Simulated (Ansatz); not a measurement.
`BBC[SiH3]` → `BB[SiH3]` + `[CH2]` (triplet) at 600 K and 1 bar (formal loss of a carbene).

Calculated with Ansatz (gas phase, PBE0-D4/def2-TZVP geometries, no zero-point term in ΔE). CBS: MP2 limit from def2 TZ/QZ plus the TZ coupled-cluster correction, frozen cores. This one scheme is used for every species. Triplets are unrestricted, without spin–orbit coupling. Each species was taken in one conformer, which may not be the lowest.

```tsv
species	CCSD(T)/CBS energy (Eh)	H − E (kJ/mol)	S (J/(mol·K))
`BBC[SiH3]`	-381.48606	286.0	441.9
`BB[SiH3]`	-342.20223	199.8	395.6
`[CH2]` (triplet)	-39.09499	66.5	220.8
```

H − E and S are ideal-gas, rigid-rotor, harmonic terms from PBE0-D4/def2-TZVP, for one conformer and one mirror image of each species, with the whole ground term of open shells counted as degenerate. 1 Eh = 2625.50 kJ/mol, R = 8.31446 J/(mol·K).

Question: By hand: ΔE, ΔH, ΔS and ΔG.

Answer: ΔE = (-342.20223) + (-39.09499) − (-381.48606) = 0.18884 Eh = 495.8 kJ/mol. Δ(H − E) = 199.8 + 66.5 − 286.0 = -19.7, so ΔH = 476.1 kJ/mol. ΔS = 395.6 + 220.8 − 441.9 = 174.5 J/(mol·K). ΔG = 476.1 − 600 × (174.5)/1000 = 371.4 kJ/mol.

Question: By hand: the equilibrium constant, and the temperature at which ΔG would vanish if ΔH and ΔS stayed fixed.

Answer: log₁₀ K = −ΔG/(RT ln 10) = -32.3. ΔG = 0 at ΔH/ΔS = 2728 K, far beyond where these terms or the molecules hold.

The number of gas molecules changes by +1, which sets the sign of ΔS. A doubt of 5 kJ/mol in ΔE shifts log₁₀ K by 0.4 here. Other conformers and mirror images would add mixing entropy, several J/(mol·K) or more a flexible species. Modes under 60 cm⁻¹, often nearly free rotors, make the harmonic entropy too high. A triplet takes part, so the spin changes. These are equilibria of isolated gas molecules and say nothing of rates. Largest T1 diagnostic: 0.015 (customary marks: 0.02 for closed shells, 0.045 for open ones).
